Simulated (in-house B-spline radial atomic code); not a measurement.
Checks on a self-consistent run for the barium ion Ba²⁺, [Kr] 4d10 5s2 5p6. Method: Dirac-Hartree-Fock, average of configuration, Fermi nucleus of rms radius 4.8378 fm. Calculated with a B-spline radial code for spherical atoms.

```tsv
orbital	q	ε (Eh)	<1/r>	<r²>	small-component weight
1s1/2	2	-1384.27914	60.6979	0.000888167	0.042802
2s1/2	2	-223.01911	14.2727	0.0141213	0.0092645
2p1/2	2	-209.52993	14.2152	0.0104335	0.0092554
2p3/2	4	-195.45212	12.982	0.0116972	0.0087395
3s1/2	2	-49.09242	5.146	0.0964253	0.0028211
3p1/2	2	-43.39804	5.04721	0.0915332	0.0027517
3p3/2	4	-40.60874	4.74463	0.0990558	0.0026146
3d3/2	4	-30.73943	4.59208	0.0819882	0.0024786
3d5/2	6	-30.15348	4.51449	0.0841448	0.0024376
4s1/2	2	-10.69611	2.08799	0.511213	0.00082407
4p1/2	2	-8.53916	1.98145	0.552397	0.00076043
4p3/2	4	-7.95320	1.88922	0.59303	0.00072114
4d3/2	4	-4.35308	1.65883	0.732269	0.00057811
4d5/2	6	-4.25210	1.63431	0.750306	0.00056618
5s1/2	2	-2.03365	0.788209	3.07874	0.00016293
5p1/2	2	-1.38773	0.698814	3.87646	0.00013178
5p3/2	4	-1.30310	0.667533	4.19006	0.00012221
```

Electron-electron repulsion V_ee = 2943.1259 hartree.

(1) What total energy follows from the eigenvalues?

(2) Does the Dirac virial theorem hold?

(3) What diamagnetic shielding (Lamb formula) and susceptibility (Langevin formula) do the radii give?

Answers

(1) The eigenvalues count the repulsion twice, so E = Σqε - V_ee = -5192.023 - 2943.126 = -8135.149 hartree; the run printed -8135.149.

(2) For a point nucleus E = -2c²Σq·w, with w the small-component weight. Here Σq·w = 0.21659 and c = 137.0360, so the ratio E/(-2c²Σq·w) is 1.000075; the finite nucleus accounts for the departure from 1.

(3) σ = (α²/3)Σq<1/r> = 352.901/(3·137.036²) = 6264.1 ppm, and χ = -0.79199×10⁻⁶·Σq<r²> = -35.09×10⁻⁶ cm³/mol with Σq<r²> = 44.304 bohr². Both are non-relativistic formulas without the paramagnetism of open shells; for so heavy an element the full relativistic shielding is larger by tens of per cent.
